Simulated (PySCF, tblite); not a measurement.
Isomers of C3H8ClOSi (doublet state). Calculated harmonic vibrations of the isolated species, GFN2-xTB (tblite), most abundant isotopes, no scaling. Errors from tens to a few hundred cm⁻¹ against measured bands are possible. Modes of hydrogen on silicon can be 10 to 20 % off. One conformer each. Open shells enter through the occupations alone, without spin polarisation, and single modes of such species can be off by tens of per cent.

Electronic energies: B3LYP/pcH-1 single points on the GFN2-xTB geometries (PySCF, gas phase).

| SMILES | electronic energy, lowest = 0 (kJ/mol) |
| --- | --- |
| [CH2]CO[SiH2]CCl | 54.5 |
| CCO[SiH]CCl | 0.0 |
| CCO[SiH2][CH]Cl | 18.5 |

Q: How do GFN2-xTB zero-point energies change the relative energies?

A: 
| SMILES | ZPE (kJ/mol) | of it from modes above 1550 cm⁻¹ | electronic (kJ/mol) | with ZPE, lowest = 0 (kJ/mol) | lowest mode (cm⁻¹) | rings |
| --- | --- | --- | --- | --- | --- | --- |
| CCO[SiH]CCl | 274.4 | 138.5 | 0.0 | 0.0 | 18 | 0 |
| CCO[SiH2][CH]Cl | 263.1 | 133.8 | 18.5 | 7.2 | 33 | 0 |
| [CH2]CO[SiH2]CCl | 255.7 | 134.0 | 54.5 | 35.8 | 30 | 0 |

The zero-point energies span 18.7 kJ/mol, from `[CH2]CO[SiH2]CCl` to `CCO[SiH]CCl`. The order is unchanged.

Q: And how do the electronic energies of GFN2-xTB itself compare?

A: `CCO[SiH]CCl` 0.0; `CCO[SiH2][CH]Cl` 1.1; `[CH2]CO[SiH2]CCl` 61.8 kJ/mol, lowest = 0. Against the energies above, taken from the same isomer `CCO[SiH]CCl`, the largest difference is 17.4 kJ/mol.
